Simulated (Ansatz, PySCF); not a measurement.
CH₇ClOSi₂, SMILES C[SiH2][Si@@H](O)Cl. Atoms are numbered in the order given.

```xyz
12

C      1.5605     0.3098    -2.4953
Si     0.3580    -0.6992    -1.4543
Si     0.1216     0.2689     0.6417
O     -0.2463     1.8693     0.3691
Cl    -1.4367    -0.6785     1.6426
H      1.6317    -0.0859    -3.5204
H      1.2197     1.3558    -2.5476
H      2.5688     0.2997    -2.0522
H      0.8335    -2.1051    -1.2801
H     -0.9971    -0.7354    -2.0797
H      1.2993     0.1524     1.5495
H     -0.3562     2.4408     1.1370
```

Coordinates come from a ωB97X-D3(BJ)/def2-SVP optimisation. The structure was generated by enumeration; whether it is a known compound was not checked. Other conformers were not sampled.

Two levels are set side by side: PBE-D3(BJ)/def2-SVP (Ansatz, a program for electronic structure) and ωB97X-D3(BJ)/def2-SVP (PySCF). Each level has its own optimised geometry; the coordinates shown are those of the second. Frequencies come from the Hessian of PySCF at each geometry. Differences are taken from unrounded values.

```tsv
quantity	ωB97X-D3(BJ)
mean bond length (Å)	1.518
bond C1–Si2 (Å)	1.884
bond Si2–Si3 (Å)	2.321
bond Si3–O4 (Å)	1.665
bond Si3–Cl5 (Å)	2.080
bond C1–H6 (Å)	1.101
bond C1–H7 (Å)	1.101
bond C1–H8 (Å)	1.101
bond Si2–H9 (Å)	1.494
bond Si2–H10 (Å)	1.493
bond Si3–H11 (Å)	1.492
bond O4–H12 (Å)	0.964
highest harmonic wavenumber (cm⁻¹)	3919
mean harmonic wavenumber (cm⁻¹)	1168
zero-point energy (kcal/mol)	50.08
```

**Question.** What does PBE-D3(BJ) give, and how far is it from ωB97X-D3(BJ)? (The exact figures need the calculation; the answer reports its results.)

**Answer.** 
```csv
quantity,PBE-D3(BJ),PBE-D3(BJ) minus ωB97X-D3(BJ)
mean bond length (Å),1.531,0.013
bond C1–Si2 (Å),1.894,0.011
bond Si2–Si3 (Å),2.343,0.022
bond Si3–O4 (Å),1.680,0.016
bond Si3–Cl5 (Å),2.100,0.019
bond C1–H6 (Å),1.108,0.007
bond C1–H7 (Å),1.108,0.007
bond C1–H8 (Å),1.108,0.007
bond Si2–H9 (Å),1.507,0.013
bond Si2–H10 (Å),1.506,0.013
bond Si3–H11 (Å),1.508,0.017
bond O4–H12 (Å),0.974,0.011
highest harmonic wavenumber (cm⁻¹),3741,-178
mean harmonic wavenumber (cm⁻¹),1119,-49
zero-point energy (kcal/mol),47.98,-2.09
```

Exact exchange shortens and stiffens bonds; PBE has none. Differences between two approximate levels are no errors against the true value.
